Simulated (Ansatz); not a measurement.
Cartesian coordinates in Å:
```
C -0.061 -1.153 -0.609
C -0.034 -0.007 -0.244
Se -0.015 1.770 0.166
H -0.082 -2.171 -0.920
H 0.193 1.561 1.607
```

The species carries charge 0 and has multiplicity 1.

(1) List the CAM-B3LYP/def2-TZVPP orbital energies in eV (the Gaussian-basis code of Ansatz). (Estimate.)

## Answers

(1) Ansatz gave: Occupied: -12353.73, -1582.89, -1421.12, -1421.08, -1421.01, -279.57, -279.00, -215.49, -159.65, -159.52, -159.29, -60.48, -60.45, -60.25, -60.15, -60.13, -23.73, -21.69, -16.67, -14.33, -12.31, -10.87, -9.65, -8.07. Lowest empty: 0.61, 1.59, 2.12, 2.13, 3.11, 4.58, 5.76, 5.80.
